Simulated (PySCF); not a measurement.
A structure optimised at PBE-D3(BJ)/def2-SVP, used in a PySCF frequency run:

```
Al
Cl 1 2.0972
Br 1 2.2455 2 119.74
Br 1 2.2455 2 119.74 3 180.00
```
Charge 0, spin multiplicity 1.

Q: Write its SMILES, formula and point group.

A: [Cl][Al]([Br])[Br], AlBr₂Cl, C2v

Q: What are its rotational constants (standard atomic weights)?

A: 1.6525, 0.83181, 0.55330 GHz
